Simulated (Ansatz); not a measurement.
A made-up structure of LiAlSiH$_{4}$O, singlet:

Li1  (-2.215, 0.925, -0.346)
Si2  (-0.076, 1.655, 0.214)
O3  (-0.692, -0.005, -0.143)
Al4  (0.174, -1.473, -0.168)
H5  (1.129, 1.727, -0.699)
H6  (0.652, 1.429, 1.521)
H7  (-0.685, -2.751, -0.552)
H8  (-3.661, 1.572, -0.490)
(Å)

It is relaxed with PBE-D4/def2-SVP and then PBE0-D4/def2-TZVP (Ansatz 0.2.0). Atoms count as bonded within 1.22 times the sum of their covalent radii (H–H: 0.88 Å). The end point is not checked to be a true minimum.

**Question.** Does its bonding change? (A judgement: the text doesn't fix the answer.)

**Answer.** Computed: Yes. Formed: Li1–Al4, Li1–H7, Si2–Al4, Si2–H8, Al4–H5, Al4–H6; broken: Si2–H5.

Where it ends: The first stage lowers the energy by 4.15 eV in 30 steps. It ends as LiAlSiH₄O ([H]1[Li]234[H][Si]256[H][AlH]135[O]46):
| atom | x (Å) | y (Å) | z (Å) |
| --- | --- | --- | --- |
| Li1 | -2.2598 | -0.2648 | -0.2546 |
| Si2 | -1.1469 | 2.0105 | 0.0037 |
| O3 | -1.0653 | 0.7781 | -1.2132 |
| Al4 | 0.2031 | -0.1274 | -0.3575 |
| H5 | 1.6864 | -0.3453 | -0.8351 |
| H6 | 0.1049 | 1.1912 | 0.8354 |
| H7 | -0.7212 | -1.3317 | 0.2502 |
| H8 | -2.1750 | 1.1688 | 0.9091 |

Labels in which every atom is bracketed show which atoms are joined, not bond orders.

For scale, one of the runs: PBE0-D4/def2-TZVP relaxation, 143 basis functions, launched by `ansatz run in.yaml --threads 2 --pin off --events-out ev --progress --plain --max-ram 4352MiB`. The run took about 24 s on 2 CPU threads of an Arm Neoverse V1 (shared host).
